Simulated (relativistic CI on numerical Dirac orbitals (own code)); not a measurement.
Level scheme of Tl²³⁺

Computed by Dirac-Coulomb-Breit CI, separate exchange-only KLI orbitals for each configuration, model QED (radiative potential, 1s self-energy scaled to tabulated hydrogen-like ionisation energies), unscaled Slater integrals (own radial code, finite nucleus).

Configuration list (outside the closed core [Ar] 3d10): 4s2 4p6 4d10 4f12, 4s2 4p6 4d10 4f11 5s, 4s2 4p6 4d10 4f10 5s2, 4s2 4p6 4d10 4f11 5p, 4s2 4p6 4d10 4f10 5s 5p, 4s2 4p6 4d9 4f13, 4s2 4p6 4d10 4f10 5p2, 4s2 4p6 4d10 4f10 5s 5d, 4s2 4p6 4d10 4f11 5d, 4s2 4p6 4d8 4f14, 4s2 4p6 4d9 4f11 5s2, 4s2 4p5 4d10 4f13, 4s2 4p6 4d10 4f11 5f, 4s2 4p6 4d9 4f12 5s, 4s2 4p6 4d10 4f11 6s, 4s2 4p6 4d10 4f11 6p, 4s2 4p6 4d9 4f12 5p, 4s2 4p6 4d10 4f11 5g, 4s2 4p6 4d10 4f11 6d, 4s 4p6 4d10 4f13, 4s2 4p6 4d8 4f13 5s, 4s2 4p4 4d10 4f14, 4s2 4p6 4d10 4f11 7s, 4s2 4p6 4d10 4f11 6g, 4s2 4p5 4d10 4f12 5s, 4s2 4p5 4d9 4f14, 4s 4p6 4d10 4f11 5s2, 4p6 4d10 4f14, 4s 4p6 4d9 4f14, 4s 4p6 4d10 4f12 5s, 4s 4p6 4d9 4f13 5s, 4s2 4p4 4d10 4f13 5s, 4s 4p5 4d10 4f14, 4s 4p6 4d10 4f12 6s, 4s 4p6 4d10 4f12 7s. Levels of other configurations are missing.

The lowest level is 4s2 4p6 4d10 4f12 3H_6, with 98 % of that term; Hund's rules for 4s2 4p6 4d10 4f12 give 3H with J = 6, in agreement.

| No. | Configuration | Term | J | E (cm⁻¹) | % | Next component (%) | jj configuration (%) |
| --- | --- | --- | --- | --- | --- | --- | --- |
| 1 | 4s2 4p6 4d10 4f12 | 3H | 6 | 0 | 98 | 2 1I | 4f7/2^6 (94) |
| 2 | 4s2 4p6 4d10 4f12 | 3F | 4 | 10322 | 60 | 35 1G | 4f7/2^6 (100) |
| 3 | 4s2 4p6 4d10 4f12 | 3H | 5 | 35656 | 100 |  | 4f5/2^5 4f7/2^7 (100) |
| 4 | 4s2 4p6 4d10 4f12 | 3F | 2 | 39377 | 45 | 44 1D | 4f7/2^6 (82) |
| 5 | 4s2 4p6 4d10 4f12 | 3H | 4 | 45883 | 37 | 35 3F | 4f5/2^5 4f7/2^7 (97) |
| 6 | 4s2 4p6 4d10 4f12 | 3F | 3 | 49348 | 100 |  | 4f5/2^5 4f7/2^7 (100) |
| 7 | 4s2 4p6 4d10 4f12 | 3P | 2 | 78972 | 52 | 40 3F | 4f5/2^5 4f7/2^7 (62) |
| 8 | 4s2 4p6 4d10 4f12 | 3H | 4 | 79623 | 58 | 36 1G | 4f5/2^4 4f7/2^8 (97) |
| 9 | 4s2 4p6 4d10 4f12 | 3P | 0 | 88378 | 82 | 17 1S | 4f7/2^6 (83) |
| 10 | 4s2 4p6 4d10 4f12 | 1I | 6 | 93440 | 98 | 2 3H | 4f5/2^5 4f7/2^7 (94) |
| 11 | 4s2 4p6 4d10 4f12 | 3P | 1 | 100657 | 100 |  | 4f5/2^5 4f7/2^7 (100) |
| 12 | 4s2 4p6 4d10 4f12 | 1D | 2 | 114937 | 47 | 38 3P | 4f5/2^4 4f7/2^8 (77) |
| 13 | 4s2 4p6 4d10 4f12 | 1S | 0 | 190761 | 82 | 17 3P | 4f5/2^4 4f7/2^8 (83) |
| 14 | 4f11(4I°) 5s | 5I° | 8 | 435869 | 92 | 7 3K° | 4f7/2^5 5s (85) |
| 15 | 4f11(4I°) 5s | 5I° | 7 | 449342 | 48 | 43 3I° | 4f7/2^5 5s (77) |
| 16 | 4f11(4F°) 5s | 5F° | 5 | 467030 | 44 | 37 3G° | 4f7/2^5 5s (93) |
| 17 | 4f11(4I°) 5s | 5I° | 6 | 470327 | 46 | 37 3H° | 4f7/2^5 5s (55) |
| 18 | 4f11(2H°) 5s | 3H° | 4 | 473683 | 25 | 22 3G° | 4f7/2^5 5s (88) |
| 19 | 4f11(4I°) 5s | 5I° | 7 | 476479 | 49 | 48 3I° | 4f5/2^5 4f7/2^6 5s (84) |
| 20 | 4f11(4I°) 5s | 5I° | 5 | 476932 | 31 | 27 3H° | 4f7/2^5 5s (61) |
| 21 | 4f11(4I°) 5s | 3I° | 6 | 480962 | 35 | 31 5I° | 4f5/2^5 4f7/2^6 5s (67) |
| 22 | 4f11(4S°) 5s | 5S° | 2 | 482085 | 40 | 34 3P° | 4f7/2^5 5s (86) |
| 23 | 4f11(2D°) 5s | 3D° | 1 | 487931 | 39 | 17 5F° | 4f7/2^5 5s (93) |
| 24 | 4f11(4I°) 5s | 5I° | 4 | 496358 | 35 | 34 5F° | 4f5/2^5 4f7/2^6 5s (81) |
| 25 | 4f11(2H°) 5s | 1H° | 5 | 500191 | 28 | 27 5F° | 4f5/2^5 4f7/2^6 5s (79) |
| 26 | 4f11(4F°) 5s | 5F° | 3 | 501741 | 62 | 30 3D° | 4f5/2^5 4f7/2^6 5s (52) |
| 27 | 4f11(4F°) 5s | 5F° | 2 | 504287 | 48 | 26 3D° | 4f5/2^5 4f7/2^6 5s (63) |
| 28 | 4f11(4G°) 5s | 5G° | 6 | 504885 | 47 | 38 3I° | 4f5/2^5 4f7/2^6 5s (76) |
| 29 | 4f11(4F°) 5s | 5F° | 4 | 507833 | 44 | 29 3F° | 4f5/2^5 4f7/2^6 5s (67) |
| 30 | 4f11(4I°) 5s | 5I° | 5 | 508495 | 26 | 25 5G° | 4f5/2^5 4f7/2^6 5s (51) |
| 31 | 4f11(4F°) 5s | 3F° | 3 | 514992 | 36 | 33 3G° | 4f5/2^5 4f7/2^6 5s (79) |
| 32 | 4f11(2D°) 5s | 1D° | 2 | 515154 | 30 | 26 3F° | 4f5/2^5 4f7/2^6 5s (58) |
| 33 | 4f11(4S°) 5s | 3S° | 1 | 516382 | 42 | 36 5F° | 4f5/2^5 4f7/2^6 5s (92) |
| 34 | 4f11(4G°) 5s | 5G° | 4 | 518152 | 41 | 22 3F° | 4f5/2^5 4f7/2^6 5s (56) |
| 35 | 4f11(2K°) 5s | 3K° | 8 | 518516 | 82 | 7 5I° | 4f5/2^5 4f7/2^6 5s (76) |
| 36 | 4f11(4G°) 5s | 5G° | 5 | 519049 | 41 | 20 3G° | 4f5/2^5 4f7/2^6 5s (72) |
| 37 | 4f11(4G°) 5s | 5G° | 3 | 521067 | 26 | 23 3F° | 4f7/2^5 5s (57) |
| 38 | 4f11(2K°) 5s | 3K° | 7 | 523087 | 54 | 23 1K° | 4f5/2^5 4f7/2^6 5s (80) |
| 39 | 4f11(2H°) 5s | 3H° | 6 | 528146 | 46 | 24 3I° | 4f5/2^4 4f7/2^7 5s (78) |
| 40 | 4f11(4F°) 5s | 3F° | 4 | 530991 | 36 | 22 3G° | 4f5/2^5 4f7/2^6 5s (58) |
| 41 | 4f11(2P°) 5s | 3P° | 0 | 532300 | 86 | 14 5D° | 4f5/2^5 4f7/2^6 5s (97) |
| 42 | 4f11(2D°) 5s | 3D° | 3 | 535059 | 40 | 30 5D° | 4f5/2^5 4f7/2^6 5s (67) |
| 43 | 4f11(4G°) 5s | 3G° | 5 | 535725 | 43 | 26 3H° | 4f5/2^5 4f7/2^6 5s (48) |
| 44 | 4f11(2P°) 5s | 3P° | 1 | 536059 | 55 | 21 1P° | 4f5/2^5 4f7/2^6 5s (92) |
| 45 | 4f11(4G°) 5s | 3G° | 4 | 537265 | 31 | 24 5I° | 4f5/2^4 4f7/2^7 5s (52) |
| 46 | 4f11(4G°) 5s | 5G° | 2 | 538642 | 32 | 18 3F° | 4f5/2^5 4f7/2^6 5s (58) |
| 47 | 4f11(2K°) 5s | 3K° | 6 | 539655 | 66 | 23 3I° | 4f5/2^5 4f7/2^6 5s (77) |
| 48 | 4f11(4I°) 5s | 3I° | 5 | 540695 | 39 | 30 3G° | 4f5/2^4 4f7/2^7 5s (78) |
| 49 | 4f11(2I°) 5s | 3I° | 7 | 541981 | 43 | 38 1K° | 4f5/2^5 4f7/2^6 5s (89) |
| 50 | 4f11(4F°) 5s | 3F° | 2 | 543193 | 28 | 25 5D° | 4f5/2^5 4f7/2^6 5s (71) |
| 51 | 4s2 4p6 4d10 4f11 5s | 3D° | 2 | 543912 | 24 | 23 5G° | 4f5/2^5 4f7/2^6 5s (53) |
| 52 | 4f11(2D°) 5s | 3D° | 1 | 544106 | 36 | 25 5F° | 4f5/2^5 4f7/2^6 5s (59) |
| 53 | 4f11(4D°) 5s | 5D° | 4 | 545332 | 69 | 13 3G° | 4f5/2^5 4f7/2^6 5s (77) |
| 54 | 4f11(2G°) 5s | 3G° | 3 | 548998 | 28 | 26 5G° | 4f5/2^5 4f7/2^6 5s (63) |
| 55 | 4f11(2H°) 5s | 3H° | 6 | 552409 | 40 | 30 3I° | 4f5/2^5 4f7/2^6 5s (85) |
| 56 | 4f11(2I°) 5s | 3I° | 5 | 552637 | 61 | 19 3H° | 4f5/2^5 4f7/2^6 5s (91) |
| 57 | 4f11(2D°) 5s | 3D° | 3 | 553837 | 41 | 24 3G° | 4f5/2^4 4f7/2^7 5s (76) |
| 58 | 4f11(2L°) 5s | 3L° | 9 | 554209 | 100 |  | 4f5/2^5 4f7/2^6 5s (100) |
| 59 | 4f11(2L°) 5s | 3L° | 8 | 559135 | 60 | 39 1L° | 4f5/2^5 4f7/2^6 5s (97) |
| 60 | 4f11(4G°) 5s | 3G° | 4 | 560443 | 54 | 18 5G° | 4f5/2^4 4f7/2^7 5s (77) |
| 61 | 4f11(4D°) 5s | 3D° | 3 | 561237 | 63 | 16 5G° | 4f5/2^5 4f7/2^6 5s (58) |
| 62 | 4f11(2D°) 5s | 3D° | 2 | 562277 | 34 | 26 1D° | 4f5/2^4 4f7/2^7 5s (80) |
| 63 | 4f11(4G°) 5s | 3G° | 3 | 566517 | 56 | 17 3F° | 4f5/2^4 4f7/2^7 5s (76) |
| 64 | 4f11(4D°) 5s | 5D° | 1 | 567947 | 41 | 30 3D° | 4f5/2^4 4f7/2^7 5s (61) |
| 65 | 4f11(2D°) 5s | 1D° | 2 | 569635 | 23 | 22 3P° | 4f5/2^4 4f7/2^7 5s (52) |
| 66 | 4f11(2H°) 5s | 3H° | 4 | 572243 | 75 | 15 1G° | 4f5/2^5 4f7/2^6 5s (63) |
| 67 | 4f11(2I°) 5s | 3I° | 7 | 572325 | 56 | 21 1K° | 4f5/2^4 4f7/2^7 5s (82) |
| 68 | 4f11(2H°) 5s | 3H° | 5 | 574503 | 40 | 32 1H° | 4f5/2^5 4f7/2^6 5s (56) |
| 69 | 4f11(2I°) 5s | 1I° | 6 | 574571 | 38 | 32 3I° | 4f5/2^4 4f7/2^7 5s (70) |
| 70 | 4f11(2H°) 5s | 3H° | 4 | 581325 | 48 | 20 1G° | 4f5/2^3 4f7/2^8 5s (63) |

Energies count from the lowest computed level; ° marks odd parity. Percentages are summed over parent terms; the parents shown are those of the largest component, closed shells are left out there. Filled j subshells are mostly left out of the jj labels.

The mean weight of the leading LS term, summed over parents, in these 70 levels is 51 %, and that of the leading jj configuration (from the same eigenvectors) 76 %, so jj coupling describes them better and the LS labels are nominal.

At this charge transitions that keep the count of f electrons are usually good to a few per cent. Terms inside the open d or f shell come out 10 to 20 % too wide with unscaled integrals. Levels that differ in their count of f electrons can be misplaced by several ten thousand cm⁻¹, since the correlation energy of f electrons is missing or only estimated; rates across such gaps can be off by orders of magnitude.

LS names give the leading component of a level, which can be under half, so a name can repeat, a term be missing and a line seem to break the LS rules.
